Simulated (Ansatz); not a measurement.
C3H8BN, SMILES `C/C=C\BN`. The species carries charge 0 and has multiplicity 1.

```json
{"atom": "C1", "x (Å)": "-0.2730", "y (Å)": "-2.0061", "z (Å)": "-0.2908"}
{"atom": "C2", "x (Å)": "0.7469", "y (Å)": "-0.9703", "z (Å)": "-0.6115"}
{"atom": "C3", "x (Å)": "0.6996", "y (Å)": "0.3321", "z (Å)": "-0.3041"}
{"atom": "B4", "x (Å)": "-0.4322", "y (Å)": "1.0630", "z (Å)": "0.4584"}
{"atom": "N5", "x (Å)": "-0.3294", "y (Å)": "2.4313", "z (Å)": "0.7097"}
{"atom": "H6", "x (Å)": "-1.1247", "y (Å)": "-1.5960", "z (Å)": "0.2492"}
{"atom": "H7", "x (Å)": "0.1716", "y (Å)": "-2.8050", "z (Å)": "0.3122"}
{"atom": "H8", "x (Å)": "-0.6360", "y (Å)": "-2.4810", "z (Å)": "-1.2084"}
{"atom": "H9", "x (Å)": "1.6149", "y (Å)": "-1.3442", "z (Å)": "-1.1558"}
{"atom": "H10", "x (Å)": "1.5571", "y (Å)": "0.9227", "z (Å)": "-0.6331"}
{"atom": "H11", "x (Å)": "-1.4192", "y (Å)": "0.5106", "z (Å)": "0.8570"}
{"atom": "H12", "x (Å)": "0.4570", "y (Å)": "2.9875", "z (Å)": "0.4174"}
{"atom": "H13", "x (Å)": "-1.0327", "y (Å)": "2.9554", "z (Å)": "1.1995"}
```

(1) List the harmonic frequencies (cm⁻¹, unscaled) at PBE0-D4/def2-TZVP in Ansatz. (Estimate.)

(2) Is this a minimum?

(3) Give the ideal-gas thermochemistry at 298.15 K and 1 bar (rigid rotor, harmonic oscillator; point group Cs, symmetry number 1).

## Answers

(1) The calculation gave: 89, 182, 203, 312, 346, 561, 567, 618, 758, 828, 921, 945, 997, 1024, 1073, 1099, 1179, 1259, 1343, 1395, 1454, 1474, 1475, 1641, 1701, 2597, 3038, 3087, 3097, 3126, 3162, 3615, 3716.

(2) Yes, all 33 modes are real.

(3) Zero-point energy 292.4 kJ/mol; H(298) − E = 311.8 kJ/mol; entropy 325.0 J/(mol·K), of which translation 161.6, rotation 107.9, vibration 55.4; G(298) − E = 214.9 kJ/mol. Modes under 100 cm⁻¹ are hindered rotations or soft bends, so the harmonic entropy is rough.
